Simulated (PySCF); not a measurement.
SbFCl₂, SMILES [Cl][Sb]([F])[Cl].

Coordinates come from a B3LYP-D3(BJ)/def2-SVP optimisation. The def2 effective core potentials stand for the cores of Sb; spin–orbit coupling is left out.

Calculation: TDA-CAM-B3LYP/def2-SVPD (PySCF).

Vertical excitations.  State labels are in the subgroup Cs.

```csv
state,symmetry,energy (eV),λ (nm),f,main pairs
S1,A',5.80,214,0.079,HOMO→LUMO 89 %
S2,A",5.83,213,0.016,"HOMO→LUMO+1 45 %, HOMO−1→LUMO 43 %"
S3,A',6.08,204,0.018,"HOMO−1→LUMO+1 69 %, HOMO→LUMO+2 19 %"
S4,A",6.10,203,0.000,HOMO−2→LUMO 79 %
S5,A',6.21,200,0.049,"HOMO→LUMO+2 77 %, HOMO−1→LUMO+1 20 %"
S6,A",6.26,198,0.076,"HOMO−1→LUMO 36 %, HOMO→LUMO+1 28 %, HOMO−2→LUMO+2 14 %, HOMO−3→LUMO+1 10 %"
S7,A',6.28,198,0.013,"HOMO−2→LUMO+1 61 %, HOMO−3→LUMO 26 %"
S8,A",6.51,191,0.005,"HOMO−1→LUMO+2 72 %, HOMO−3→LUMO+1 12 %"
S9,A',6.57,189,0.002,"HOMO−3→LUMO 62 %, HOMO−2→LUMO+1 31 %"
S10,A",6.84,181,0.025,"HOMO−3→LUMO+1 65 %, HOMO−2→LUMO+2 20 %"
T1,A',4.68,265,0,HOMO→LUMO 93 %
T2,A",4.78,259,0,HOMO→LUMO+1 93 %
T3,A',5.38,231,0,HOMO→LUMO+2 90 %
T4,A",5.49,226,0,"HOMO−1→LUMO 73 %, HOMO−1→LUMO+2 15 %"
```
Triplets are in the Tamm–Dancoff approximation.
